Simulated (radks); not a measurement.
Q: Species: Ba3+. Configuration: [Kr] 4d10 5p5 6p2 (not the ground configuration). Calculated with a radial shooting solver on a logarithmic mesh with Libxc functionals: scalar-relativistic Kohn-Sham, r2SCAN, spin-polarised, spherical densities, finite nucleus; open shells are filled with parallel spins first (spin-orbit coupling, left out, can overturn this in heavy ions); meta-GGA in the generalised Kohn-Sham scheme; Fermi nuclear charge, rms radius 4.8378 fm. Some entries of the table are withheld. Estimate them.

| orbital | occ. | eigenvalue (Ry) | r(max) (bohr) |
|---|---|---|---|
| 1s up | 1 | -2746.120 | 0.01642 |
| 1s down | 1 | -2746.108 | 0.01642 |
| 2s up | 1 | -438.0017 | 0.09283 |
| 2s down | 1 | -437.9997 | 0.09283 |
| 2p up | 3 | -392.8527 | 0.07464 |
| 2p down | 3 | -392.8451 | 0.07464 |
| 3s up | 1 | -95.39603 | 0.2659 |
| 3s down | 1 | -95.39028 | 0.2659 |
| 3p up | 3 | -80.83403 | 0.2603 |
| 3p down | 3 | -80.82604 | 0.2603 |
| 3d up | 5 | -59.70876 | 0.2154 |
| 3d down | 5 | -59.70025 | 0.2154 |
| 4s up | 1 | -21.33525 | 0.6248 |
| 4s down | 1 | -21.31661 | 0.6251 |
| 4p up | 3 | -16.60237 | 0.6530 |
| 4p down | 3 | -16.58470 | 0.6533 |
| 4d up | 5 | -9.69841 | 0.6936 |
| 4d down | 5 | -9.67446 | 0.6938 |
| 5s up | 0 | -5.17384 | 1.437 |
| 5s down | 0 | -5.04425 | 1.437 |
| 5p up | 3 | -3.90478 | 1.588 |
| 5p down | 2 | -3.78880 | 1.598 |
| 5d up | 0 | (1) | 1.971 |
| 5d down | 0 | (2) | 1.963 |
| 6p up | 2 | -1.48346 | 3.600 |

A: 
(1) 5d up eigenvalue (Ry): -2.19674
(2) 5d down eigenvalue (Ry): -2.07958
